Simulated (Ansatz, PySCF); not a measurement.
BI₂, SMILES I[B]I, multiplicity 2. Atoms are numbered in the order given.

```xyz
3

I      0.0000    -1.8771     0.0378
B      0.0000     0.0000    -0.8736
I      0.0000     1.8771     0.0378
```
Charge 0, spin multiplicity 2.

Geometry: PBE0-D3(BJ)/def2-TZVP. The isomer is the one that the SMILES or the coordinates give; other isomers of the formula were not compared. The def2 effective core potentials stand for the cores of I; spin–orbit coupling is left out.

Two levels are set side by side: PBE-D3(BJ)/def2-TZVP (Ansatz, a quantum-chemistry and plane-wave program) and PBE0-D3(BJ)/def2-TZVP (Ansatz). Each level has its own optimised geometry; the coordinates shown are those of the second. Frequencies come from the Hessian of PySCF at each geometry. Differences are taken from unrounded values.

```tsv
quantity	PBE0-D3(BJ)
mean bond length (Å)	2.087
bond I1–B2 (Å)	2.087
bond B2–I3 (Å)	2.087
highest harmonic wavenumber (cm⁻¹)	774
mean harmonic wavenumber (cm⁻¹)	449
zero-point energy (kcal/mol)	1.92
```

Q: What does PBE-D3(BJ) give, and how far is it from PBE0-D3(BJ)? (Estimate from the structure and the level; the computed values follow.)

A: 
```
quantity                            PBE-D3(BJ)  PBE-D3(BJ) minus PBE0-D3(BJ)
----------------------------------  ----------  ----------------------------
mean bond length (Å)                     2.102                         0.015
bond I1–B2 (Å)                           2.102                         0.015
bond B2–I3 (Å)                           2.102                         0.015
highest harmonic wavenumber (cm⁻¹)         742                           -33
mean harmonic wavenumber (cm⁻¹)            431                           -18
zero-point energy (kcal/mol)              1.85                         -0.08
```

Exact exchange shortens and stiffens bonds; PBE has none. Differences between two approximate levels are no errors against the true value.
